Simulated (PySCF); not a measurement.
**Working out the ionisation energy of Si²⁺**

Si²⁺ [Ne] 3s2 (1S) → Si³⁺ [Ne] 3s1 (2S). Computed with PySCF 2.14 in x2c-QZVPPall, with the spin-free X2C one-electron Hamiltonian (Gaussian nucleus). Frozen: 1s2. Energies in hartree (1 hartree = 27.21139 eV):

```csv
part,Si²⁺ (lower),Si³⁺ (upper)
UHF,-288.601185,-287.424485
CCSD correlation,-0.224585,-0.173881
(T),-0.002368,-0.001002
```

Question: What does Hartree-Fock give?

Answer: (-287.424485) − (-288.601185) = 1.176700 hartree = 32.020 eV.

Question: What do CCSD and CCSD(T) give?

Answer: The CCSD correlation energies differ by 0.050704 hartree = 1.380 eV and the triples by 0.001366 hartree = 0.037 eV, so CCSD gives 33.400 eV and CCSD(T) 33.437 eV.

Measured between the centres of the two terms (NIST): 33.493 eV, so CCSD(T) (valence and next inner shell) is off by -0.056 eV.

What remains against the reference includes basis incompleteness, the frozen core and higher excitations.
